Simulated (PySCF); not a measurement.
C4H6O3, SMILES C(=O)C1(OCO1)C. Atoms are numbered in the order given.

```xyz
13

C     -1.6395    -0.4885     0.0000
C     -0.2151    -0.0088     0.0000
C      0.8259    -1.1399     0.0000
O      0.5569    -2.3103     0.0000
O      0.1101     0.9325    -1.0312
C      0.4501     1.8494     0.0000
O      0.1101     0.9325     1.0312
H     -1.8238    -1.1070    -0.8903
H     -2.3203     0.3732     0.0000
H     -1.8238    -1.1070     0.8903
H      1.8799    -0.7600     0.0000
H     -0.1798     2.7607     0.0000
H      1.5219     2.1290     0.0000
```

Geometry: B3LYP-D3(BJ)/def2-SVP. This is a generated structure with no PubChem entry under its InChIKey; it may be hypothetical. One conformer was computed; it need not be the lowest.

These are PySCF with B3LYP/def2-TZVP values and carry that method's errors.

Symmetry labels are those of the subgroup Cs that the program uses (full group Cs).

Question: List the valence orbital energies around the gap with their symmetry. (The exact figures need the calculation; the answer reports its results.)

Answer: 
| orbital | symmetry | energy (eV) |
|---|---|---|
| HOMO−7 | A" | -11.40 |
| HOMO−6 | A' | -11.29 |
| HOMO−5 | A" | -11.23 |
| HOMO−4 | A' | -10.86 |
| HOMO−3 | A" | -9.60 |
| HOMO−2 | A" | -9.15 |
| HOMO−1 | A' | -8.47 |
| HOMO | A' | -7.10 |
| LUMO | A" | -1.81 |
| LUMO+1 | A' | 1.03 |
| LUMO+2 | A" | 1.27 |
| LUMO+3 | A' | 1.36 |
